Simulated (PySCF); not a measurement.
## Gas-phase XPS of `C=NC[SiH2]C=O`, computed

Compound: C₃H₇NOSi.
Cartesian coordinates in Å at the GFN2-xTB level; atoms count from 1:
```xyz
13
C3H7NOSi angstrom
C      2.0878   -0.1502    0.9764
N      1.0814    0.4777    0.5739
C      0.6339    0.3561   -0.7704
Si    -1.0591   -0.5452   -0.7001
C     -2.1530    0.4671    0.5115
O     -3.3406    0.6213    0.3834
H      2.7082   -0.7924    0.3403
H      2.3763   -0.0547    2.0126
H      1.3455   -0.1770   -1.4186
H      0.4923    1.3641   -1.1669
H     -0.8750   -1.8775   -0.1167
H     -1.6650   -0.6078   -2.0287
H     -1.6373    0.9190    1.3855
```

Theory: delta-SCF UKS SCAN, pcX-2 on the ionised atom, pcseg-1 elsewhere, spin-free X2C in PySCF. Binding energies are ΔSCF values: E(core-ionised, relaxed orbitals) − E(ground state) at a fixed geometry, referred to the vacuum level.

List the computed XPS lines with their assignment.

```json
{"atom(s)": "Si4", "bonded to": "2 C and 2 H", "level": "Si 1s", "binding energy (eV)": "1846.47", "2p1/2 (eV)": "–", "above the level's lowest (eV)": "0.00", "count": "1"}
{"atom(s)": "O6", "bonded to": "C (double bond)", "level": "O 1s", "binding energy (eV)": "538.03", "2p1/2 (eV)": "–", "above the level's lowest (eV)": "0.00", "count": "1"}
{"atom(s)": "N2", "bonded to": "C (double bond) and C", "level": "N 1s", "binding energy (eV)": "405.20", "2p1/2 (eV)": "–", "above the level's lowest (eV)": "0.00", "count": "1"}
{"atom(s)": "C1", "bonded to": "N (double bond) and 2 H", "level": "C 1s", "binding energy (eV)": "291.53", "2p1/2 (eV)": "–", "above the level's lowest (eV)": "+0.29", "count": "1"}
{"atom(s)": "C3", "bonded to": "N, 2 H and Si", "level": "C 1s", "binding energy (eV)": "291.24", "2p1/2 (eV)": "–", "above the level's lowest (eV)": "0.00", "count": "1"}
{"atom(s)": "Si4", "bonded to": "2 C and 2 H", "level": "Si 2p3/2", "binding energy (eV)": "106.80", "2p1/2 (eV)": "107.42", "above the level's lowest (eV)": "0.00", "count": "1"}
```

The listed C 1s values span 0.29 eV, from C3 (bonded to N, 2 H and Si) to C1 (bonded to N (double bond) and 2 H). Summing the Pauling electronegativity differences to the bonded atoms, each weighted by its formal bond order, gives -0.86 for the lowest site and +0.28 for the highest.

Which photon energy gives electrons from Si 1s of Si4 a kinetic energy of 100 eV, and what is their de Broglie wavelength?

hν = 1846.47 + 100 = 1946.47 eV, recoil neglected; λ = 12.264 Å/√(E/eV) = 1.23 Å.

The list is incomplete; no value stands for C 1s of C5 (hole states with ⟨S²⟩ of 1 or more are left out). Spin contamination (⟨S²⟩ against 0.75 for a pure doublet) is marked for C 1s of C1 (0.89), N 1s of N2 (atom 2) (0.89) and O 1s of O6 (0.91), which makes these values less certain. 2p3/2 and 2p1/2 are the ΔSCF energy of one spin-free 2p hole plus the eigenvalues of a spin–orbit and ligand-field matrix of the shell. 2p1/2 minus 2p3/2 (ligand field included): Si 0.62 eV. Geometry: GFN2-xTB, one conformer, isolated molecule.
